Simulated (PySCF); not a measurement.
How strong are the bonds of `CN(C)[SiH3]` (C2H9NSi)?

Molecule: `CN(C)[SiH3]` (C2H9NSi). Atom numbers as in the mapped SMILES `[CH3:1][N:2]([CH3:3])[SiH3:4]`.

Computed at r2SCAN-D3(BJ)/def2-SVPD // PBE0-D3(BJ)/def2-SVP with PySCF (density fitting, grid level 3). Thermal corrections: PBE0-D3(BJ)/def2-SVP frequencies, unscaled, ideal gas at 298.15 K and 1 bar, quasi-RRHO entropy.

| bond | r / Å | radicals | BDE(298 K) / kJ/mol | BDFE / kJ/mol | D₀ / kJ/mol | Dₑ / kJ/mol |
| --- | --- | --- | --- | --- | --- | --- |
| C1–N2 | 1.440 | CH3• + `C[N][SiH3]` | 331 | 278 | 323 | 357 |
| N2–Si4 | 1.735 | `C[N]C` + SiH3• | 337 | 284 | 331 | 355 |
| Si4–H | 1.494 | `CN(C)[SiH2]` + H• | 347 | 313 | 342 | 366 |
| C1–H | 1.110 | `[CH2]N(C)[SiH3]` + H• | 364 | 328 | 357 | 393 |

Homolysis to relaxed radicals in the gas phase; the table need not hold every single bond outside rings.

Lowest value: C1–N2 (331 kJ/mol); strongest: C1–H (364 kJ/mol).

Caveats: the order of C1–N2 and N2–Si4 is undecided: the gaps lie inside the method's error (some 10 kJ/mol, one structure a species).

The single points of this level took 100 s of wall time on 1 thread of Arm Neoverse V1 (shared host), launched as `OMP_NUM_THREADS=1 python redox_run.py task.json out`.
